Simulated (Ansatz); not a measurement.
Born–Oppenheimer molecular dynamics of CH5Cl2NOSi (11 atoms, charge 0, multiplicity 1). It goes on from the last frame of an earlier run, with new velocities.

Theory: Ansatz, RKS B3LYP/6-31G.

| Quantity | Value |
| --- | --- |
| ensemble | NVT, Langevin thermostat |
| time step | 0.5 fs |
| steps asked | 150 |
| set temperature | 1000 K |
| friction | 0.02 /fs |
| seed | 486565 |

First frame:

```xyz
11
Properties=species:S:1:pos:R:3
Si -0.070 0.077 0.082
O -0.183 -0.225 1.713
C -1.371 -0.346 2.606
H -1.762 -1.360 2.486
H -0.886 -0.267 3.511
H -2.165 0.418 2.534
Cl 2.085 -0.060 -0.273
N -0.680 1.596 -0.551
H -1.401 1.666 -1.251
H -0.476 2.528 -0.122
Cl -1.139 -1.492 -1.061
```

Problem. How far do the bonds stretch over the last three quarters of this one trajectory? (Pairs bonded in most of those frames.)

Solution. 
```tsv
bond	mean (Å)	spread (Å)	shortest	longest
Si1–O2	1.721	0.045	1.65	1.79
Si1–Cl7	2.147	0.019	2.11	2.18
Si1–N8	1.737	0.027	1.70	1.80
Si1–Cl11	2.191	0.052	2.13	2.28
O2–C3	1.473	0.053	1.41	1.64
C3–H4	1.103	0.033	1.04	1.18
C3–H5	1.098	0.055	0.98	1.21
C3–H6	1.109	0.043	1.04	1.18
N8–H9	1.022	0.058	0.92	1.12
N8–H10	1.012	0.019	0.98	1.05
```

Mean temperature of the second half: 811 K. The mean temperature of the second half is 19 % below the set value. A run of 0.075 ps of so small a system gives no equilibrium averages. Limits of this set-up: no polarisation functions.

Time of the run: 15 min on 1 thread of Arm Neoverse V1 (shared host), peak memory 0.19 GiB.
